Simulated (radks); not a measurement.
Polarisability of the nitrogen ion N3+, [He] 2s2, at imaginary frequency. All-electron calculation, scalar-relativistic Kohn-Sham, PBE, spin-polarised, spherical densities, finite nucleus; Fermi nuclear charge, rms radius 2.5582 fm. Program: a radial shooting solver on a logarithmic mesh with Libxc functionals. Response by self-consistent Sternheimer equations with the Hartree and adiabatic LDA kernel, the relativistic mass of each level held fixed and spin-orbit coupling left out.

| w (hartree) | alpha1(iw) (bohr^3) | alpha2(iw) (bohr^5) |
|---|---|---|
| 0.00266 | 2.058 | 1.465 |
| 0.0143 | 2.057 | 1.465 |
| 0.0360 | 2.050 | 1.465 |
| 0.0697 | 2.030 | 1.463 |
| 0.118 | 1.979 | 1.460 |
| 0.186 | 1.874 | 1.451 |
| 0.280 | 1.686 | 1.434 |
| 0.413 | 1.400 | 1.400 |
| 0.605 | 1.046 | 1.333 |
| 0.892 | 0.6960 | 1.205 |
| 1.35 | 0.4162 | 0.9846 |
| 2.12 | 0.2237 | 0.6667 |
| 3.59 | 0.1032 | 0.3334 |
| 6.94 | 0.03697 | 0.1085 |
| 17.5 | 0.008476 | 0.01854 |

Static values: alpha1 = 2.058 bohr^3 (0.3050 angstrom^3; uncoupled 3.816), alpha2 = 1.465 bohr^5, alpha3 = 3.065 bohr^7. C6 = 2.021, C8 = 11.16, triple-dipole C9 = 3.009 atomic units. One-pole (London) frequency 4 C6 / (3 alpha1^2) = 0.636 hartree, against 2.504 for minus the highest occupied eigenvalue.
